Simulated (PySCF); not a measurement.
Ligands exchanged one at a time, Al OH-NH2. All species are isolated molecules in the gas phase. One relaxed conformer stands for each flexible species; it need not be the lowest. Strings in code marks are SMILES.

The four lowest singlet excitations (Tamm–Dancoff). Level of theory: PySCF 2.14.0 with PBE-D3(BJ)/def2-TZVP // B3LYP-D3(BJ)/def2-TZVP. Excitations are Tamm–Dancoff values on a coarser integration grid. The basis has no diffuse functions, so Rydberg states are missing or too high.

```json
[
 {"state": "S1", "energy (eV)": "4.97", "wavelength (nm)": "249", "oscillator strength": "0.020"},
 {"state": "S2", "energy (eV)": "6.11", "wavelength (nm)": "203", "oscillator strength": "0.000"},
 {"state": "S3", "energy (eV)": "6.51", "wavelength (nm)": "190", "oscillator strength": "0.001"},
 {"state": "S4", "energy (eV)": "6.75", "wavelength (nm)": "184", "oscillator strength": "0.027"}
]
```

**Question.** Identify which member gives these states.
(A) `[NH2][Al]([NH2])[NH2]`
(B) `[OH][Al]([OH])[OH]`
(C) `[NH2][Al]([NH2])[OH]` (N–Al–O–H torsion 0°)
(D) `[NH2][Al]([OH])[OH]` (O–Al–O–H torsion 0°, O–Al–O–H torsion -180°)

**Answer.** D, `[NH2][Al]([OH])[OH]` (O–Al–O–H torsion 0°, O–Al–O–H torsion -180°)
